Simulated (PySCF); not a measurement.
ClF₃HMoN, SMILES [Mo]([F])([F])([Cl])([F])=[NH], multiplicity 1.

Coordinates come from a B3LYP-D3(BJ)/def2-SVP optimisation. The multiplicity is an assumed one; no other spin state was optimised. The structure was generated by enumeration; whether it is a known compound was not checked. The def2 effective core potentials stand for the cores of Mo; spin–orbit coupling is left out.

Calculation: PBE/def2-TZVP (PySCF).

Symmetry labels are those of the subgroup Cs that the program uses (full group Cs).

### Question
List the valence orbital energies around the gap with their symmetry. (Estimate from the structure and the level; the computed values follow.)

### Answer

| orbital | symmetry | energy (eV) |
|---|---|---|
| HOMO−7 | A" | -10.44 |
| HOMO−6 | A' | -10.28 |
| HOMO−5 | A" | -9.71 |
| HOMO−4 | A' | -9.47 |
| HOMO−3 | A' | -9.12 |
| HOMO−2 | A" | -8.71 |
| HOMO−1 | A" | -8.11 |
| HOMO | A' | -8.04 |
| LUMO | A" | -5.22 |
| LUMO+1 | A' | -3.70 |
| LUMO+2 | A" | -3.44 |
| LUMO+3 | A' | -2.91 |
